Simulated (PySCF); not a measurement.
PySCF input for C2H6AlF, SMILES [F][Al]([CH3])[CH3], TDDFT-M06-2X/def2-SVPD. The structure is a stationary point at B3LYP-D3(BJ)/def2-SVP. The isomer is the one that the SMILES or the coordinates give; other isomers of the formula were not compared.

```python
import numpy as np
from pyscf import gto, scf, dft, tdscf

mol = gto.M(
    atom='''
    Al   -0.02486214    0.02170637   -0.02217145
    C     1.74934951   -0.29053661   -0.76674737
    H     2.26699544   -1.13999159   -0.29168724
    H     2.38425431    0.60185464   -0.61852605
    H     1.71051843   -0.47164555   -1.85386389
    C    -0.71181944   -0.62516192    1.68351768
    H    -1.37811518   -1.49147832    1.51938122
    H    -1.31482755    0.14174030    2.19784520
    H     0.08743981   -0.95427901    2.36765311
    F    -1.07313754    0.94731197   -0.94813283
    ''',
    basis='def2-SVPD',
    charge=0,
    spin=0,
    max_memory=1600,
    verbose=4,
)
mf = dft.RKS(mol, xc='m06-2x').density_fit(auxbasis='def2-universal-jkfit')
mf.grids.level = 4
mf.conv_tol = 1e-9
mf.max_cycle = 100
mf.kernel()
mf.grids = dft.Grids(mol).set(level=2).build(with_non0tab=True)  # coarser grid for the response kernel
td = tdscf.TDDFT(mf)
td.singlet = True
td.nstates = 10
td.conv_tol = 1e-4
td.positive_eig_threshold = 1e-6
td.kernel(x0=td.get_init_guess(mf, 15))
td.analyze()
tt = tdscf.TDA(mf)
tt.singlet = False
tt.nstates = 4
tt.conv_tol = 1e-4
tt.positive_eig_threshold = 1e-6
tt.kernel(x0=tt.get_init_guess(mf, 9))
tt.analyze(verbose=3)
```

Program output:

```
PySCF version 2.14.0

[INPUT] verbose = 4
[INPUT] num. atoms = 10
[INPUT] num. electrons = 40
[INPUT] charge = 0
[INPUT] spin (= nelec alpha-beta = 2S) = 0
[INPUT] symmetry False subgroup None
[INPUT] Mole.unit = angstrom
[INPUT] Symbol           X                Y                Z      unit          X                Y                Z       unit  Magmom
[INPUT]  1 Al    -0.024862140000   0.021706370000  -0.022171450000 AA   -0.046982635471   0.041019094458  -0.041897968284 Bohr   0.0
[INPUT]  2 C      1.749349510000  -0.290536610000  -0.766747370000 AA    3.305791470042  -0.549034622060  -1.448942536031 Bohr   0.0
[INPUT]  3 H      2.266995440000  -1.139991590000  -0.291687240000 AA    4.284000507238  -2.154271889407  -0.551208997630 Bohr   0.0
[INPUT]  4 H      2.384254310000   0.601854640000  -0.618526050000 AA    4.505587657214   1.137340436399  -1.168844835409 Bohr   0.0
[INPUT]  5 H      1.710518430000  -0.471645550000  -1.853863890000 AA    3.232411363721  -0.891280917370  -3.503295024321 Bohr   0.0
[INPUT]  6 C     -0.711819440000  -0.625161920000   1.683517680000 AA   -1.345143791741  -1.181384812307   3.181387341063 Bohr   0.0
[INPUT]  7 H     -1.378115180000  -1.491478320000   1.519381220000 AA   -2.604260258306  -2.818485545526   2.871214384608 Bohr   0.0
[INPUT]  8 H     -1.314827550000   0.141740300000   2.197845200000 AA   -2.484663970533   0.267850347814   4.153325492190 Bohr   0.0
[INPUT]  9 H      0.087439810000  -0.954279010000   2.367653110000 AA    0.165237293284  -1.803325975321   4.474215935875 Bohr   0.0
[INPUT] 10 F     -1.073137540000   0.947311970000  -0.948132830000 AA   -2.027936044589   1.790160177822  -1.791711378409 Bohr   0.0

nuclear repulsion = 152.299224981163
number of shells = 59
number of NR pGTOs = 195
number of NR cGTOs = 135
basis = def2-SVPD
ecp = {}


[settings echo left out]
init E= -421.767778265962
  HOMO = -0.327703115901476  LUMO = -0.04635469798948  gap/eV = 7.65588
cycle= 1 E= -421.819844229027  delta_E= -0.0521  |g|= 0.579  |ddm|= 3.24
  HOMO = -0.296457961952346  LUMO = -0.00204944165734178  gap/eV = 8.01126
cycle= 2 E= -421.806621373373  delta_E= 0.0132  |g|= 0.694  |ddm|= 0.97
  HOMO = -0.332482866207431  LUMO = -0.004964757776456  gap/eV = 8.91222
cycle= 3 E= -421.888418935155  delta_E= -0.0818  |g|= 0.0531  |ddm|= 0.466
  HOMO = -0.340718451584764  LUMO = -0.00602210267174863  gap/eV = 9.10755
cycle= 4 E= -421.888952554879  delta_E= -0.000534  |g|= 0.0237  |ddm|= 0.0723
  HOMO = -0.336663369575564  LUMO = -0.00549615697513861  gap/eV = 9.01152
cycle= 5 E= -421.88909778647  delta_E= -0.000145  |g|= 0.00187  |ddm|= 0.0317
  HOMO = -0.336931951829276  LUMO = -0.00553300932370471  gap/eV = 9.01782
cycle= 6 E= -421.889098778436  delta_E= -9.92e-07  |g|= 0.000288  |ddm|= 0.0028
  HOMO = -0.336937633274272  LUMO = -0.00552996104559744  gap/eV = 9.01806
cycle= 7 E= -421.889098826491  delta_E= -4.81e-08  |g|= 7.28e-05  |ddm|= 0.000773
  HOMO = -0.336945016404863  LUMO = -0.00553174900091991  gap/eV = 9.01821
cycle= 8 E= -421.889098829052  delta_E= -2.56e-09  |g|= 1.9e-05  |ddm|= 0.000184
  HOMO = -0.336943419171578  LUMO = -0.00553107783982965  gap/eV = 9.01819
cycle= 9 E= -421.889098829202  delta_E= -1.51e-10  |g|= 2.64e-06  |ddm|= 4.15e-05
  HOMO = -0.336943643060858  LUMO = -0.00553111413100948  gap/eV = 9.01819
Extra cycle  E= -421.889098829207  delta_E= -4.32e-12  |g|= 1.25e-06  |ddm|= 6.67e-06
converged SCF energy = -421.889098829207
tot grids = 78144
Overwritten attributes  positive_eig_threshold  of <class 'pyscf.tdscf.rks.TDDFT'>


******** <class 'pyscf.tdscf.rks.TDDFT'> for <class 'pyscf.df.df_jk.DFRKS'> ********
nstates = 10 singlet
deg_eia_thresh = 1.000e-03
wfnsym = None
conv_tol = 0.0001
eigh lindep = 1e-12
eigh level_shift = 0
eigh max_cycle = 100


Excitation energies (eV)
[5.92095164 6.60515668 8.08616336 8.088037   8.18512286 8.75563894
 8.79163198 8.9912345  9.23006782 9.29893638]

** Singlet excitation energies and oscillator strengths **
Excited State   1:      5.92095 eV    209.40 nm  f=0.0000
      20 -> 22        0.70322
Excited State   2:      6.60516 eV    187.71 nm  f=0.1706
      20 -> 21        0.69042
Excited State   3:      8.08616 eV    153.33 nm  f=0.0181
      19 -> 21        0.20289
      20 -> 23        0.20698
      20 -> 24       -0.60557
      20 -> 32        0.13628
Excited State   4:      8.08804 eV    153.29 nm  f=0.0495
      19 -> 21        0.44252
      20 -> 23        0.44679
      20 -> 24        0.27924
Excited State   5:      8.18512 eV    151.48 nm  f=0.0533
      19 -> 22        0.68889
Excited State   6:      8.75564 eV    141.60 nm  f=0.0100
      19 -> 21        0.47608
      19 -> 25       -0.11371
      20 -> 23       -0.48388
Excited State   7:      8.79163 eV    141.03 nm  f=0.0654
      17 -> 22        0.10920
      20 -> 25       -0.64209
      20 -> 27       -0.16325
      20 -> 32        0.10420
Excited State   8:      8.99123 eV    137.89 nm  f=0.0039
      20 -> 26        0.67328
Excited State   9:      9.23007 eV    134.33 nm  f=0.0045
      18 -> 21       -0.15037
      20 -> 24       -0.15214
      20 -> 25       -0.16980
      20 -> 27        0.59917
      20 -> 32       -0.12315
Excited State  10:      9.29894 eV    133.33 nm  f=0.0002
      13 -> 22       -0.17583
      18 -> 22        0.66015

** Transition electric dipole moments (AU) **
state          X           Y           Z        Dip. S.      Osc.
  1        -0.0079      0.0057     -0.0046      0.0001      0.0000
  2         0.7379      0.1314     -0.7017      1.0542      0.1706
  3         0.0009      0.1472     -0.2639      0.0913      0.0181
  4        -0.3733      0.2569     -0.2104      0.2496      0.0495
  5         0.1860      0.4305      0.2142      0.2658      0.0533
  6        -0.1335      0.1198     -0.1206      0.0467      0.0100
  7         0.4133      0.1230     -0.3431      0.3037      0.0654
  8        -0.0864      0.0744     -0.0683      0.0177      0.0039
  9         0.1072      0.0452     -0.0797      0.0199      0.0045
 10         0.0166     -0.0188      0.0177      0.0009      0.0002

** Transition velocity dipole moments (imaginary part, AU) **
state          X           Y           Z        Dip. S.      Osc.
  1        -0.0016      0.0011     -0.0009      0.0000      0.0000
  2         0.1969      0.0357     -0.1866      0.0749      0.2057
  3         0.0024      0.0489     -0.0888      0.0103      0.0231
  4        -0.1239      0.0844     -0.0684      0.0271      0.0609
  5         0.0597      0.1393      0.0698      0.0278      0.0617
  6        -0.0454      0.0408     -0.0411      0.0054      0.0112
  7         0.1451      0.0432     -0.1204      0.0374      0.0772
  8        -0.0300      0.0258     -0.0236      0.0021      0.0043
  9         0.0384      0.0150     -0.0296      0.0026      0.0051
 10         0.0074     -0.0081      0.0077      0.0002      0.0003

** Transition magnetic dipole moments (imaginary part, AU) **
state          X           Y           Z
  1         0.7911     -0.6993      0.6993
  2         0.0640      0.1345      0.0656
  3        -0.2627     -0.7365     -0.4021
  4         0.1525      0.3044      0.2192
  5         0.4740      0.0930     -0.4426
  6         0.0282     -0.0272      0.0226
  7        -0.1202     -0.3681     -0.2318
  8        -0.0503      0.0444     -0.0448
  9         0.2516      0.6586      0.3703
 10        -0.0574      0.0354     -0.0500
Overwritten attributes  positive_eig_threshold  of <class 'pyscf.tdscf.rks.TDA'>


******** <class 'pyscf.tdscf.rks.TDA'> for <class 'pyscf.df.df_jk.DFRKS'> ********
nstates = 4 triplet
deg_eia_thresh = 1.000e-03
wfnsym = None
conv_tol = 0.0001
eigh lindep = 1e-12
eigh level_shift = 0
eigh max_cycle = 100


Excitation energies (eV)
[5.6099942  6.05814176 7.15479872 7.66363419]

** Triplet excitation energies and oscillator strengths **
Excited State   1:      5.60999 eV    221.01 nm  f=0.0000
Excited State   2:      6.05814 eV    204.66 nm  f=0.0000
Excited State   3:      7.15480 eV    173.29 nm  f=0.0000
Excited State   4:      7.66363 eV    161.78 nm  f=0.0000
```

The calculation finished and met its thresholds.
